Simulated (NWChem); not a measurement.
Molecule: MoO3; SMILES [O]=[Mo](=[O])=[O]

```xyz
4

Mo     0.0000     0.0000     0.2239
O     -1.0546     1.2012    -0.3250
O     -0.5129    -1.5139    -0.3250
O      1.5675     0.3128    -0.3250
```
Atoms are numbered in this order, from 1.

Coordinates come from a PBE0/def2-SVP optimisation. No frequency run checked for a minimum. def2 effective core potentials on Mo; no spin-orbit coupling.

List the 4 lowest vertical singlet excitations from PBE0/def2-SVPD with def2 effective core potentials on Mo, TDA (NWChem).


```json
[
 {"state": "S1", "energy (eV)": "2.72", "oscillator strength": "0.000", "leading excitation (squared amplitude)": "HOMO → LUMO (0.99)"},
 {"state": "S2", "energy (eV)": "3.06", "oscillator strength": "0.011", "leading excitation (squared amplitude)": "HOMO−1 → LUMO (0.96)"},
 {"state": "S3", "energy (eV)": "3.06", "oscillator strength": "0.011", "leading excitation (squared amplitude)": "HOMO−2 → LUMO (0.96)"},
 {"state": "S4", "energy (eV)": "3.37", "oscillator strength": "0.001", "leading excitation (squared amplitude)": "HOMO−3 → LUMO (0.99)"}
]
```
